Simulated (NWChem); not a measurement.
# SrF2; SMILES [F][Sr][F]

```xyz
3

Sr     0.0000     0.0000     0.2901
F      1.9215     0.0000    -0.6125
F     -1.9215     0.0000    -0.6125
```
Atoms are numbered in this order, from 1.

Geometry: optimised at PBE0/def2-SVP. No frequency run checked for a minimum. def2 effective core potentials on Sr; no spin-orbit coupling.

Symmetry labels are those of C2v in the frame above (b1 and b2, or b-type labels, depend on it).

List the 4 lowest vertical singlet excitations from PBE/def2-SVPD with def2 effective core potentials on Sr, TDA (NWChem).


| state | energy (eV) | oscillator strength | symmetry | leading excitation (squared amplitude) |
|---|---|---|---|---|
| S1 | 4.39 | 0.000 | b1 | HOMO → LUMO (1.00) |
| S2 | 4.67 | 0.001 | a1 | HOMO−1 → LUMO (1.00) |
| S3 | 4.69 | 0.014 | b2 | HOMO−2 → LUMO (1.00) |
| S4 | 4.86 | 0.000 | a2 | HOMO−3 → LUMO (1.00) |
